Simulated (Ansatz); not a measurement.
Start from `[SiH3]O[SiH2][GaH2]` and change one atom or group to get `F[SiH2]O[SiH3]`.

Ansatz, PBE0-D4/def2-TZVP geometries, multiplicity 1. Each molecule was computed in one conformer, which needn't be the lowest.

Scalar relativity is left out up to krypton.

```csv
property,`[SiH3]O[SiH2][GaH2]`
HOMO energy (ωB97M-V/def2-TZVPP) / eV,-9.33
LUMO energy (ωB97M-V/def2-TZVPP) / eV,-0.05
HOMO energy (PBE0/def2-TZVPP) / eV,-7.29
HOMO energy (B3LYP/def2-TZVPP) / eV,-7.10
HOMO–LUMO gap (PBE/def2-TZVPP) / eV,3.57
"ideal-gas entropy at 298 K and 1 bar (rigid rotor, harmonic PBE0-D4/def2-TZVP) / J/(mol·K)",371
```

Give the same properties after the change, and the shifts. (An estimate is asked.)

The calculation gave: 
| property | `F[SiH2]O[SiH3]` | shift |
| --- | --- | --- |
| HOMO energy (ωB97M-V/def2-TZVPP) / eV | -11.29 | -1.96 |
| LUMO energy (ωB97M-V/def2-TZVPP) / eV | 1.65 | 1.70 |
| HOMO energy (PBE0/def2-TZVPP) / eV | -9.01 | -1.72 |
| HOMO energy (B3LYP/def2-TZVPP) / eV | -8.81 | -1.71 |
| HOMO–LUMO gap (PBE/def2-TZVPP) / eV | 6.64 | 3.07 |
| ideal-gas entropy at 298 K and 1 bar (rigid rotor, harmonic PBE0-D4/def2-TZVP) / J/(mol·K) | 350 | -21 |

With PBE0 the HOMO falls by 1.72 eV and the LUMO rises by 1.76 eV, so the gap widens by about 3.48 eV. PBE moves the HOMO by -1.37 eV and ωB97M-V by -1.96 eV. The zero-point energy changes by -27.8 kJ/mol with -6 modes. Modes under 60 cm⁻¹, often nearly free rotors, make the harmonic entropy too high.

Positive LUMOs are unbound, so they and the gaps depend on the basis.

B3LYP here is the variant with VWN-RPA as its local correlation; programs differ in this.
